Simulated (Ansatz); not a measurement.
Geometry optimisation, RKS PBE-D4/6-31G* in Ansatz 0.2.0.

Input file:

```yaml
crystal:
  periodic: [false, false, false]
  atoms:
    - { symbol: C, position_ang: [-0.4724, -2.6218, 0.1665] }
    - { symbol: C, position_ang: [-0.072, -1.1631, 0.1595] }
    - { symbol: C, position_ang: [0.0583, -0.3777, 1.2165] }
    - { symbol: O, position_ang: [0.5883, 0.9367, 1.0827] }
    - { symbol: C, position_ang: [0.7476, 1.1578, -0.3378] }
    - { symbol: C, position_ang: [-0.0884, 2.373, -0.7614] }
    - { symbol: S, position_ang: [0.3431, -0.3194, -1.2956] }
    - { symbol: H, position_ang: [0.2824, -3.2091, -0.2908] }
    - { symbol: H, position_ang: [-1.4395, -2.6698, -0.3826] }
    - { symbol: H, position_ang: [-0.7185, -2.936, 1.1929] }
    - { symbol: H, position_ang: [-0.0964, -0.6519, 2.2807] }
    - { symbol: H, position_ang: [1.831, 1.3866, -0.4348] }
    - { symbol: H, position_ang: [-1.2062, 2.2107, -0.6067] }
    - { symbol: H, position_ang: [0.0456, 2.6099, -1.7984] }
    - { symbol: H, position_ang: [0.1753, 3.2233, -0.1613] }
basis:
  gaussian: { orbitals: "6-31G*" }
hamiltonian:
  xc: pbe
  dispersion: d4
relax:
  f_tol: 0.015
  max_steps: 40
output:
  orbitals: {}
```

Run as:

```bash
$ ansatz run input.yaml --threads 2 --pin off --max-ram 3072MiB --backend cpu --events-out ev --progress --plain --runs-dir out
```

Question: Where does it end, and by what steps?

Answer: It converged. After 11 steps the energy has fallen by 0.398 eV; H13 moved furthest, 0.52 Å.

| step | energy less start (eV) | largest force component (eV/Å) | accepted |
| --- | --- | --- | --- |
| 0 | 0.0000 | 2.364 | yes |
| 1 | -0.2979 | 1.032 | yes |
| 2 | -0.3604 | 0.338 | yes |
| 3 | -0.3697 | 0.184 | yes |
| 4 | -0.3732 | 0.077 | yes |
| 5 | -0.3803 | 0.245 | yes |
| 6 | -0.3816 | 0.435 | yes |
| 7 | -0.3923 | 0.186 | yes |
| 8 | -0.3958 | 0.163 | yes |
| 9 | -0.3978 | 0.035 | yes |
| 10 | -0.3980 | 0.028 | yes |
| 11 | -0.3981 | 0.008 | yes |

```xyz
15
Properties=species:S:1:pos:R:3
C -0.622 -2.457 0.122
C 0.035 -1.117 0.172
C 0.200 -0.308 1.236
O 0.881 0.879 1.061
C 0.926 1.215 -0.339
C -0.202 2.176 -0.687
S 0.787 -0.394 -1.284
H 0.073 -3.234 -0.245
H -1.499 -2.460 -0.551
H -0.962 -2.754 1.128
H -0.109 -0.496 2.266
H 1.918 1.654 -0.534
H -1.177 1.701 -0.490
H -0.155 2.454 -1.752
H -0.117 3.091 -0.074
```

Run time: 28 s on 2 threads of Intel(R) Xeon(R) Platinum 8488C (Sapphire Rapids) (shared host), peak memory 0.19 GiB.
